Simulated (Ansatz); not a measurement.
**From B to In: the atomisation energy (no zero-point term)**

One atom is swapped for its congeners: B(SeH)F2; Al(SeH)F2; In(SeH)F2. The Ga member is missing. All are singlets with charge 0.

Shapes, held fixed at every level: PBE0-D4/def2-TZVP. Programs: Ansatz 0.2.0. Values in eV.

| level | B(SeH)F2 | Al(SeH)F2 | In(SeH)F2 |
| --- | --- | --- | --- |
| PBE0-D4/def2-TZVPP | 20.48 | 18.47 | 14.21 |
| B2PLYP/def2-TZVPP | 20.32 | 18.60 | 14.18 |
| MP2/def2-TZVPP | 20.84 | 19.24 | 14.67 |
| CCSD(T)/def2-SVP | 19.47 | 17.49 | 13.22 |
| CCSD/def2-TZVPP | 19.58 | 18.09 | 13.68 |
| CCSD(T)/def2-TZVPP | 19.97 | 18.42 | 14.08 |

At CCSD(T)/def2-TZVPP the atomisation energy falls at every step, from 19.97 to 14.08 eV. Every level shows the same order. For atoms past krypton def2 sets carry core potentials with scalar relativity. Relativity is left out for Se unless named. Correlated rows may include outer-core shells of In, Se, which these sets cover unevenly. Spin-orbit coupling, which grows down the group, is left out (summed over each molecule's free atoms 0.15, 0.16, 0.33 eV).
